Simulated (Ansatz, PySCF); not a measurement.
Molecule: sum formula GaO2H2, charge 0, multiplicity 2. It need not be the lowest isomer of its formula. SMILES: [OH][Ga][OH]
Coordinates optimised at B3LYP-D3(BJ)/def2-TZVP (Ansatz, a quantum-chemistry and plane-wave program):
```
Ga
O 1 1.8122
H 2 0.9632 1 114.15
O 1 1.8122 2 112.82 3 -180.00
H 4 0.9632 1 114.15 2 -180.00
```
Charge 0, spin multiplicity 2.

Quantity: atomisation energy (electronic, to ground-state atoms), in kcal/mol. Correlated levels leave the core frozen unless marked. Open shells are spin-unrestricted. No spin-orbit coupling. Frozen are the shells of the preceding noble gas and the d and f shells that filled before the atom's block. Non-relativistic. The coupled-cluster limit lacks core correlation, which all-electron functionals hold. CBS(X,Y): correlation extrapolated as X^-3; Hartree-Fock from the larger set. The bracket is a focal-point correction in the basis named.

```json
[
 {"level": "HF/def2-TZVPD", "program": "PySCF", "atomisation energy (kcal/mol)": "243.9", "minus last row": "-144.2"},
 {"level": "revPBE-D3(BJ)/def2-TZVPD", "program": "Ansatz + dftd3", "atomisation energy (kcal/mol)": "377.1", "minus last row": "-11.0"},
 {"level": "BP86-D3(BJ)/def2-TZVPD", "program": "PySCF + dftd3", "atomisation energy (kcal/mol)": "397.0", "minus last row": "8.9"},
 {"level": "r2SCAN/def2-TZVPD", "program": "Ansatz", "atomisation energy (kcal/mol)": "385.6", "minus last row": "-2.5"},
 {"level": "B97M-V/def2-TZVPD", "program": "Ansatz", "atomisation energy (kcal/mol)": "379.4", "minus last row": "-8.7"},
 {"level": "PBE0/def2-QZVPP", "program": "Ansatz", "atomisation energy (kcal/mol)": "375.6", "minus last row": "-12.5"},
 {"level": "r2SCAN0-D4/def2-TZVPD", "program": "Ansatz + dftd4", "atomisation energy (kcal/mol)": "370.4", "minus last row": "-17.7"},
 {"level": "HSE06-D3(BJ)/def2-TZVPD", "program": "Ansatz + dftd3", "atomisation energy (kcal/mol)": "375.7", "minus last row": "-12.4"},
 {"level": "LC-wPBE-D4/def2-TZVPD", "program": "Ansatz + dftd4", "atomisation energy (kcal/mol)": "382.7", "minus last row": "-5.4"},
 {"level": "wB97X-V/def2-TZVPD", "program": "Ansatz", "atomisation energy (kcal/mol)": "380.8", "minus last row": "-7.3"},
 {"level": "wB97X/def2-TZVPD", "program": "Ansatz", "atomisation energy (kcal/mol)": "376.2", "minus last row": "-11.9"},
 {"level": "RPA@PBE/cc-pVTZ", "program": "Ansatz", "atomisation energy (kcal/mol)": "350.8", "minus last row": "-37.3"},
 {"level": "SCS-MP2/cc-pVTZ", "program": "Ansatz", "atomisation energy (kcal/mol)": "382.2", "minus last row": "-5.9"},
 {"level": "CCSD(T)/6-31G", "program": "Ansatz", "atomisation energy (kcal/mol)": "307.3", "minus last row": "-80.8"},
 {"level": "RI-MP2/CBS(aug-cc-pVTZ,aug-cc-pVQZ)+[CCSD(T)-MP2]/aug-cc-pVTZ", "program": "Ansatz", "atomisation energy (kcal/mol)": "388.1", "minus last row": "0.0"}
]
```
